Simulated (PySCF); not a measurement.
**Ionisation energy of N⁺ by level of theory**

N⁺ [He] 2s2 2p2 (3P) → N²⁺ [He] 2s2 2p1 (2P), as a difference of total energies. Computed with PySCF 2.14 in aug-cc-pCVTZ-DK with one added diffuse shell each of s, p, d, f type (8s7p5d3f, 75 functions), with scalar relativity by spin-free X2C-1e. Correlated levels: valence: 1s2 frozen; valence and next inner shell: nothing frozen. The calculations carry no spin-orbit coupling.

| method | ionisation energy (eV) |
| --- | --- |
| UHF | 29.185 |
| LDA | 30.039 |
| PBE | 29.888 |
| PBE0 | 29.897 |
| r2SCAN | 30.122 |
| BLYP | 29.818 |
| BP86 | 29.914 |
| PW91 | 30.000 |
| wB97X-V | 29.667 |
| MP2 (valence) | 29.611 |
| SCS-MP2 (valence) | 29.470 |

Problem. Estimate what MP2 (valence and next inner shell) gives.

Solution. 29.647 eV, closest to wB97X-V among the rows shown.

Problem. Estimate what SCS-MP2 (valence and next inner shell) gives.

Solution. 29.496 eV, closest to SCS-MP2 (valence) among the rows shown.

Errors of the correlated levels include the incompleteness of this basis and the frozen core.

For comparison: 29.601 eV (semi-empirical (NIST evaluation); NIST Atomic Spectra Database, ionization energies).
